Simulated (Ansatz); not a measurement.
A run for Ansatz (a program for electronic structure): U-wB97M-V/def2-TZVPP on H (SMILES [H]).

Ansatz 0.2 input:
```yaml
crystal:
  periodic: [false, false, false]
  atoms:
    - {symbol: H, position_ang: [0.00000000, 0.00000000, 0.00000000]}
basis:
  gaussian:
    orbitals: def2-TZVPP
hamiltonian:
  xc: {name: wB97M-V}
magnetization: {spin_polarized: true, initial_magnetization: 1}
```

Output:

```
WARN ansatz: RAYON_NUM_THREADS=1 ignored (pool sized by the plan → 1); use --threads N
Functional definition: wB97M-V
integrals: 0.00 GiB planned
59 factors; their error is unknown
integrals: 0.03 GiB planned
21 factors; integrals over basis functions are off by at most 3.8e-5 eV
mean field: 0.05 GiB planned
mean field evaluation 1: about -13.4367 eV, gradient 9.1e-1 eV
mean field evaluation 2: about -13.4426 eV, gradient 1.1e-1 eV
mean field evaluation 4: about -13.4455 eV, gradient 2.3e-2 eV
mean field evaluation 8: about -13.4454 eV, gradient 4.3e-7 eV
mean field -13.44542468 eV, -0.4941102432 hartree, gradient 8.1e-7 eV, S^2 0.750000; 0 other end points of the search recorded, 0 dependent functions left out
reference -13.44544674 eV, -0.4941110540 hartree; 1, 0 occupied and 13, 14 virtual orbitals, 59 factors
Total energy: -13.44544674 eV, -0.4941110540 hartree
```

The calculation finished and met its thresholds.

Cost: very roughly 0.20 core-seconds.
